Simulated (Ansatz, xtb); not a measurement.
**A geometry optimisation of C2H8AlFSi with r2SCAN-D4/def2-SVP**

The starting geometry of this gas-phase singlet was built from a drawn formula by distance geometry and a force field; its bonds are those of `[CH3][Al]([SiH3])[CH2]F`.

```csv
atom,x (Å),y (Å),z (Å)
C,-0.2271,-1.0523,-1.2602
C,1.1821,-1.1992,1.8871
Al,1.2270,-0.5747,-0.0046
F,1.1606,-0.0715,2.7506
Si,3.0740,0.8083,-0.7612
H,0.1951,-1.5918,-2.1288
H,-0.7220,-0.1005,-1.6584
H,-0.9619,-1.6608,-0.7742
H,3.1092,1.9944,0.0096
H,2.8667,1.0544,-2.1919
H,4.3057,0.0013,-0.6050
H,2.0429,-1.7807,2.0904
H,0.2447,-1.7669,2.0186
```

Question: Predict what it relaxes into with r2SCAN-D4/def2-SVP.

Answer: It keeps its bonds, and is `[CH3][Al]([SiH3])[CH2]F`.

The energy falls by 0.35 eV over 22 steps:

```tsv
step	E − E(last) (eV)
1	0.345
3	0.046
6	0.027
8	0.016
10	0.010
13	0.004
15	0.001
17	0.000
20	0.000
22	0.000
```

Final geometry (Å):

| atom | x (Å) | y (Å) | z (Å) |
| --- | --- | --- | --- |
| C | -0.2441 | -1.2138 | -1.3095 |
| C | 1.1581 | -1.1332 | 1.8272 |
| Al | 1.1525 | -0.5926 | -0.0866 |
| F | 2.2493 | -0.5385 | 2.4801 |
| Si | 3.0091 | 0.8948 | -0.6941 |
| H | 0.1890 | -1.6757 | -2.2144 |
| H | -0.8490 | -0.3622 | -1.6714 |
| H | -0.9397 | -1.9426 | -0.8618 |
| H | 2.9581 | 2.1579 | 0.1131 |
| H | 3.0267 | 1.2943 | -2.1393 |
| H | 4.3268 | 0.2422 | -0.3993 |
| H | 1.2284 | -2.2321 | 1.9657 |
| H | 0.2316 | -0.8384 | 2.3624 |

From the same start GFN2-xTB ends elsewhere, differing in Al3–F4 (1.98 against 2.79 Å here).

No frequencies were run, so the end isn't proven a minimum. Run with Ansatz 0.2.0, 3.5 min on 2 threads of Intel(R) Xeon(R) Processor @ 2.50GHz (Skylake/Cascade Lake), on a shared host.
